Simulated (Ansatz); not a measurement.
All numbers were calculated with Ansatz.

Basis-set series for Cl₃GaH₂Se, SMILES `[Cl][Ga-]([Cl])([Cl])[SeH2+]`. Total charge 0; spin multiplicity 1. The geometry is a stationary point of PBE0-D4/def2-TZVP. It is one conformer, not always the lowest.

| functional | basis | functions | energy (Eh) | HOMO (eV) | LUMO (eV) |
| --- | --- | --- | --- | --- | --- |
| PBE0-D4 | def2-SVP | 128 | -5706.44024 | -8.56 | -1.22 |
| PBE0-D4 | def2-QZVPP | 448 | -5707.59004 | -8.78 | -1.41 |
| ωB97M-V | def2-SVP | 128 | -5707.12182 | -10.73 | 0.85 |
| ωB97M-V | def2-QZVPP | 448 | -5708.25879 | -10.91 | 0.43 |

(1) Give the rows for def2-TZVPP. (An estimate is asked.)

Results:

(1) The calculation gave: 
```
functional       basis  functions  energy (Eh)  HOMO (eV)  LUMO (eV)
   PBE0-D4  def2-TZVPP        250  -5707.45609      -8.75      -1.36
   ωB97M-V  def2-TZVPP        250  -5708.12956     -10.88       0.63
```

Positive LUMOs are unbound and depend on the basis. Scalar relativity is left out up to krypton.
